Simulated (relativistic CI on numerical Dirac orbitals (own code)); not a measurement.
## Co4+ in a cubic cluster: L2,3 absorption with charge transfer

Computed with a charge-transfer multiplet model of a cubic metal-ligand cluster with up to 2 ligand holes, Slater and spin-orbit integrals from Dirac-Coulomb-Breit ions, Slater integrals scaled by 0.9. The ground state mixes d5 with configurations of k ligand holes L, whose averages lie at kΔ + k(k − 1)U_dd/2; a core hole lowers each added d electron by U_cd. 300 K, Lorentzian 0.4 eV and Gaussian 0.3 eV FWHM.

Atomic integrals in eV (Slater integrals scaled, ζ unscaled), ground: F2dd 12.224, F4dd 7.677, zeta_d 0.080; with the core hole: F2dd 12.888, F4dd 8.096, zeta_d 0.102, zeta_core 9.658, F2cd 7.721, G1cd 5.944, G3cd 3.382.

Cluster parameters (eV): U_dd = 5.9, U_cd = 6.6, 10Dq = 0.7, 10Dq(ligand) = 1.2, V(eg) = 2.05, V(t2g) = -1.02, final-state hopping factor = 0.8.

| Case | n_d | d5 | d6L | d7L2 | S |
| --- | --- | --- | --- | --- | --- |
| Δ = -3.3 eV | 5.81 | 0.31 | 0.57 | 0.12 | 2.49 |
| Δ = -0.3 eV | 5.46 | 0.58 | 0.38 | 0.04 | 2.50 |
| Δ = 2.7 eV | 5.23 | 0.78 | 0.21 | 0.01 | 2.50 |

Weights, n_d and S are thermal averages at 300 K. Photon energies count from the first peak over 30 % of the highest in each spectrum, which can be another peak from case to case. The parameters are a model scan and need not match a compound or its usual spin state. Peaks in eV (height, largest 100):
- Δ = -3.3 eV: -2.0 (23), 0.0 (100), 3.7 (20), 14.0 (18), 15.5 (25), 16.5 (19), 18.3 (6)
- Δ = -0.3 eV: -1.8 (19), 0.0 (100), 4.2 (16), 5.9 (5), 14.1 (16), 15.1 (13), 16.0 (18), 16.5 (20)
- Δ = 2.7 eV: -1.6 (15), 0.0 (100), 1.2 (41), 4.3 (9), 5.2 (11), 14.2 (15), 15.0 (13), 17.2 (21)

For the case Δ = -0.3 eV, Δ = -0.3 eV is smaller than U_dd = 5.9 eV, the charge-transfer side of the Zaanen-Sawatzky-Allen scheme (negative Δ: between configuration averages a ligand hole costs less than the nominal valence; multiplet and field energies can change this for the lowest states). With the core hole the configuration with one ligand hole lies at Δ + U_dd − U_cd = -4.0, -1.0, 2.0 eV from the one without, in the order of the table; where this is negative the screened configuration lies lower, though the effective hopping of about 2.5 eV (from the holes of the mixed ground state) mixes the two strongly wherever it is as large as the gap.

With at most 2 ligand holes the space is cut while the next configuration still counts, so covalency is underestimated, and a final configuration with one more ligand hole, which can lie low, is missing from the spectra.
